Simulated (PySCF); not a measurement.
Geometry (Å), atoms numbered from 1 in this order:
```xyz
15

O     2.555   -1.488   -0.101
C     2.042   -0.399   -0.115
O     2.767    0.731   -0.210
C     0.586   -0.149   -0.032
C    -0.258   -1.251    0.076
C    -1.626   -1.069    0.158
C    -2.158    0.214    0.130
C    -1.318    1.314    0.022
C     0.053    1.136   -0.059
H     3.691    0.452   -0.258
H     0.183   -2.241    0.095
H    -2.282   -1.927    0.242
H    -3.230    0.357    0.194
H    -1.735    2.314    0.000
H     0.714    1.988   -0.144
```

[PySCF 2.14: PBE0-D3(BJ)/def2-TZVP geometry; shieldings: GIAO B97-2/pcSseg-2; one averaged value for each set of equivalent atoms; in vacuum; non-relativistic; one computed conformer]

List the cross peaks expected in HSQC, COSY and HMBC spectra.

Results:



HSQC (one-bond C–H):
| δH | δC |
| --- | --- |
| 8.59 (H11/H15) | 138.6 (C5/C9) |
| 7.85 (H13) | 140.5 (C7) |
| 7.72 (H12/H14) | 134.6 (C6/C8) |

COSY cross peaks (H two or three bonds apart, from the bond graph; peaks can be absent where the dihedral angle is near 90°):
| δH | δH |
| --- | --- |
| 8.59 (H11/H15) | 7.72 (H12/H14) |
| 7.85 (H13) | 7.72 (H12/H14) |

HMBC (two and three bonds, from the bond graph):
| δH | δC |
| --- | --- |
| 8.59 (H11/H15) | 172.7 (C2), 140.5 (C7), 138.6 (C5/C9), 135.1 (C4), 134.6 (C6/C8) |
| 7.85 (H13) | 138.6 (C5/C9), 134.6 (C6/C8) |
| 7.72 (H12/H14) | 140.5 (C7), 138.6 (C5/C9), 135.1 (C4), 134.6 (C6/C8) |

Scale: $^{1}$H (σref 31.64), $^{13}$C (σref 185.38) against TMS (reference shieldings calculated alike).

Exchangeable OH/NH protons stand at their gas-phase positions; hydrogen bonding in a real sample shifts them, mostly to higher δ. Shifts are as computed. Against solution values, carbons near 30 ppm lie about +3 ppm off and those near 130 ppm about +7 ppm. Of 1309 compounds with measured shifts, 239 miss one by over three times the rms of a fit or turn the order of signals round; such compounds aren't used in these exercises. Hydrogen bonding in solution deshields acid and N–H amide carbonyl carbons by as much as 10 ppm beyond these values.
